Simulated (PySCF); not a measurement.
System: C$_{2}$H$_{3}$O (charge -1, singlet). It need not be the lowest isomer of its formula. Whether it binds its extra electron was not tested at this geometry. 
Geometry from a B3LYP-D3(BJ)/def2-TZVP (Ansatz) optimisation:
SMILES: C=[C-]O
```xyz
6

C      1.1912     0.0244     0.0032
C     -0.0166    -0.3001     0.5189
O     -1.0756     0.1804    -0.3534
H      1.3254     0.5728    -0.9412
H      2.0986    -0.2600     0.5301
H     -1.8664    -0.1020     0.1056
```
Charge -1, spin multiplicity 1.

Dispersion corrections to the total energy (kcal/mol) from the dftd3 and dftd4 libraries through PySCF: D3(BJ) without and D4 with the three-body term, each with the damping fitted for the functional named.

```csv
functional,D3(BJ),D4
LC-wPBE,-1.40,-2.14
r2SCAN,[?],-0.46
BLYP,-3.40,-4.52
PBE,[?],-1.94
BHLYP,-2.08,-2.07
PW6B95,-0.69,-1.74
CAM-B3LYP,-1.12,[?]
```

Task: Some entries are withheld; supply them.

Result: 
- r2SCAN, D3(BJ): -0.41
- PBE, D3(BJ): -1.62
- CAM-B3LYP, D4: -1.56
